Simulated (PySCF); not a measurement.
CH₅BrFNSi, SMILES C[Si](N)(F)Br. Geometry: PBE0-D3(BJ)/def2-SVP. The structure was generated by enumeration, and PubChem lists no compound with its InChIKey, so it may never have been made. Other conformers were not sampled.

Computed equilibrium geometry at PBE0-D3(BJ)/def2-SVP (PySCF confirms it by a frequency run) as bond lengths and angles (one conformer of several):
Atoms: C1 Si2 N3 F4 Br5 H6 H7 H8 H9 H10. Bonded distances (Å): C1–Si2 1.849, C1–H6 1.099, C1–H7 1.100, C1–H8 1.102, Si2–N3 1.703, Si2–F4 1.629, Si2–Br5 2.221, N3–H9 1.014, N3–H10 1.013. Angles (°): Si2–C1–H6 110.7, Si2–C1–H7 110.3, Si2–C1–H8 110.4, H6–C1–H7 108.7, H6–C1–H8 108.6, H7–C1–H8 107.9, C1–Si2–N3 112.4, C1–Si2–F4 107.3, C1–Si2–Br5 111.9, N3–Si2–F4 113.0, N3–Si2–Br5 107.1, F4–Si2–Br5 104.9, Si2–N3–H9 120.9, Si2–N3–H10 121.2, H9–N3–H10 112.1.
Charge 0, spin multiplicity 1.
